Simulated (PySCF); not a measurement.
A compound of formula C14H12BN has these computed shifts in ppm, with the number of atoms in brackets (GIAO PBE0/pcSseg-1, gas phase, PySCF SCF with an in-house response code, fitting set def2-universal-JFIT up to Ne and JKFIT beyond, grid level 2, non-relativistic, on the GFN2-xTB geometry; 11B against isolated BF3·OEt2; 13C, 1H against isolated TMS; 15N against isolated NH3).

1H: 7.71 (1), 7.61 (1), 7.40 (1), 7.26 (1), 7.10 (1), 7.08 (1), 6.70 (1), 6.60 (1), 6.55 (1), 5.86 (1), 5.75 (1), 5.15 (1)
13C: 158.2 (1), 148.8 (1), 143.7 (1), 143.5 (1), 143.4 (1), 140.5 (1), 137.5 (1), 136.3 (1), 136.3 (1), 135.9 (1), 134.9 (1), 133.9 (1), 133.0 (1), 132.6 (1)
11B: 35.2 (1)
15N: 166.7 (1)

(1) Which structure gave them?

Answers

(1) B1C=CC2=CC=Cc3ccccc3C2=CN1. Other isomers were not compared.
